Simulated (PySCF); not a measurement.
Mapped SMILES: `[BH3-:1][CH2:2][C:3]([F:4])([F:5])[F:6]` (H(Xn): hydrogen on atom n).

Geometry: PBE0-D3(BJ)/def2-SVP; GIAO absolute shieldings from PySCF 2.14, gas phase, non-relativistic, averaged over equivalent atoms.

At KT2/pcSseg-2 (286 basis functions, 38 s wall time on 1 thread of an Arm Neoverse V2, shared host):
| atoms | σ (ppm) |
| --- | --- |
| B1 | 138.8 |
| C3 | 36.7 |
| C2 | 154.0 |
| F4/F5/F6 | 232.2 |
| H(C2) | 30.04 |
| H(B1) | 30.43 |

Q: Predict the values at LDA/pcSseg-2 on the same geometry.

A: 
```json
{"atoms": "B1", "σ at LDA/pcSseg-2": "136.9", "change": "-1.9"}
{"atoms": "C3", "σ at LDA/pcSseg-2": "23.9", "change": "-12.8"}
{"atoms": "C2", "σ at LDA/pcSseg-2": "150.7", "change": "-3.3"}
{"atoms": "F4/F5/F6", "σ at LDA/pcSseg-2": "224.6", "change": "-7.6"}
{"atoms": "H(C2)", "σ at LDA/pcSseg-2": "29.56", "change": "-0.48"}
{"atoms": "H(B1)", "σ at LDA/pcSseg-2": "30.03", "change": "-0.40"}
```

The largest change is at C3 (CF3 carbon). Cost: 286 basis functions, 55 s wall time on 1 thread of an Arm Neoverse N1, shared host.

A carbon bonded to boron is broadened by the quadrupolar boron nucleus and is often missing from a measured spectrum.
